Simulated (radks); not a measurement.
The numbers below are computed, except where a source is named.
Nd, 60 electrons, occupied as [Xe] 4f4 6s2. Level of theory: Dirac Kohn-Sham, Slater X-alpha with alpha = 0.983, spin-unpolarised, spherical densities, finite nucleus; open shells fill j = l - 1/2 first; Fermi nuclear charge, rms radius 4.9123 fm (a radial shooting solver on a logarithmic mesh with Libxc functionals).

Spin-orbit splittings of the eigenvalues, e(l+1/2) - e(l-1/2), with zeta = 2 splitting/(2l+1) and mean radii in bohr:

[
 {"shell": "2p", "occ.": "6", "splitting (eV)": "526.9", "zeta (eV)": "351.3", "<r> j=l-1/2": "0.08384", "<r> j=l+1/2": "0.09025"},
 {"shell": "3p", "occ.": "6", "splitting (eV)": "106.0", "zeta (eV)": "70.65", "<r> j=l-1/2": "0.2538", "<r> j=l+1/2": "0.2661"},
 {"shell": "3d", "occ.": "10", "splitting (eV)": "23.13", "zeta (eV)": "9.254", "<r> j=l-1/2": "0.2371", "<r> j=l+1/2": "0.2410"},
 {"shell": "4p", "occ.": "6", "splitting (eV)": "23.16", "zeta (eV)": "15.44", "<r> j=l-1/2": "0.6173", "<r> j=l+1/2": "0.6453"},
 {"shell": "4d", "occ.": "10", "splitting (eV)": "4.154", "zeta (eV)": "1.661", "<r> j=l-1/2": "0.6904", "<r> j=l+1/2": "0.7004"},
 {"shell": "4f", "occ.": "4", "splitting (eV)": "0.4777", "zeta (eV)": "0.1365", "<r> j=l-1/2": "0.9897", "<r> j=l+1/2": "1.003"},
 {"shell": "5p", "occ.": "6", "splitting (eV)": "3.251", "zeta (eV)": "2.167", "<r> j=l-1/2": "1.624", "<r> j=l+1/2": "1.712"}
]
